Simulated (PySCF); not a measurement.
# Electron correlation in Al⁺ (aluminium, charge +1)

[Ne] 3s2, closed-shell 1S. Computed with PySCF 2.14 in x2c-QZVPPall with one added diffuse shell each of s, p, d, f type (10s7p5d3f1g, 86 functions), with scalar relativity by spin-free X2C-1e. Frozen: 1s2; 10 electrons correlated.

```tsv
level	correlation energy (mhartree)
CCSD	-209.59
(T)	-2.51
CCSD(T)	-212.10
```

Diagnostics: T1 = 0.0076, D1 = 0.0217, largest double amplitude 0.100.

Cost of the coupled-cluster step: roughly 7 core-seconds, for 10 correlated electrons.

This basis was not built for core-valence correlation, so the inner-shell part is incomplete.
